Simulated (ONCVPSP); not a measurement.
**Varying the ONCV potential for tantalum (Ta)**

Base potential:

ONCVPSP 4.0.1 input, shortened (lines: element, Z, core and valence counts, functional; n l f; lmax; l rc ep ncon nbas qcut; lloc lpopt rc5 dvloc0; l nproj debl; icmod fcfact rcfact), PBE, scalar-relativistic:

```
  Ta 73.00   10    4        4      upf
    1    0    2.00
    2    0    2.00
    2    1    6.00
    3    0    2.00
    3    1    6.00
    3    2   10.00
    4    0    2.00
    4    1    6.00
    4    2   10.00
    4    3   14.00
    5    0    2.00
    5    1    6.00
    5    2    4.00
    6    0    1.00
    2
    0    1.85    0.00    3    8    5.00
    1    1.85    0.00    4    7    9.50
    2    2.95    0.00    5   10    4.70
    4    5    1.25    6.00
    0    2    3.00
    1    2    0.90
    2    3    3.10
    3    6.00    1.10
```

In the p channel the program set the typed energies aside and used -1.391, 0.250 Ha.

All-electron outer shells of the reference configuration (PBE, scalar-relativistic, ld1.x):

```tsv
shell	level (eV)	outermost node (bohr)	outermost maximum (bohr)
5s	-71.32	0.54	0.98
5p	-37.84	0.58	1.13
4f	-23.01	–	0.44
6s	-4.96	1.33	2.81
5d	-2.64	0.65	1.60
```

Cutoffs, loose and tight: the cutoffs (Ha) at which the residual kinetic energy of the hardest occupied pseudo-wave falls to 1 and 0.1 mHa per electron. They do not see the model core or the augmentation charge, which bear on the density cutoff. Test errors are all-electron minus pseudo excitation energies from the reference, over the configurations 5s2 5p6 5d3 6s2; 5s2 5p6 5d3 6s1; 5s2 5p6 5d3 6s0; 5s2 5p6 5d3 6s1 6p1. A dash means not determined; rows that change the core or the reference have their own tests.

| change | outcome | cutoff, loose | cutoff, tight | bound ghosts | GHOST(+) flags above zero | largest test error (meV) |
| --- | --- | --- | --- | --- | --- | --- |
| base | generated, projector energies reset by the program | 25 Ha | 31 Ha | none | none | +14 |
| core correction Teter function, fcfact 6, rcfact 1 | generated, projector energies reset by the program | 25 Ha | 31 Ha | none | none | +14 |
| core correction Teter function, fcfact 6, rcfact 1.16 | generated, projector energies reset by the program | 25 Ha | 31 Ha | none | none | +14 |
| core correction Teter function, fcfact 6, rcfact 1.38 | generated, projector energies reset by the program | 25 Ha | 31 Ha | none | none | +12 |
| core correction Teter function, fcfact 6, rcfact 1.98 | generated, projector energies reset by the program | 25 Ha | 31 Ha | none | none | -171 |

Q: What comes out with this change to the base: core correction Teter function, fcfact 6, rcfact 1.54?

A: outcome: generated, projector energies reset by the program; cutoff, loose: 25 Ha; cutoff, tight: 31 Ha; bound ghosts: none; GHOST(+) flags above zero: none; largest test error (meV): +7.9.

Q: What comes out with this change to the base: core correction Teter function, fcfact 6, rcfact 1.78?

A: outcome: generated, projector energies reset by the program; cutoff, loose: 25 Ha; cutoff, tight: 31 Ha; bound ghosts: none; GHOST(+) flags above zero: none; largest test error (meV): -67.

Reading the sweep of the rcfact (base included, trends over the rows without a ghost): The loose cutoff stays near 25 Ha. The median size of the test errors (rows with all tests solved) is not monotonic: lowest 3.9 meV at 1.78, highest 13.8 meV at 1.98.
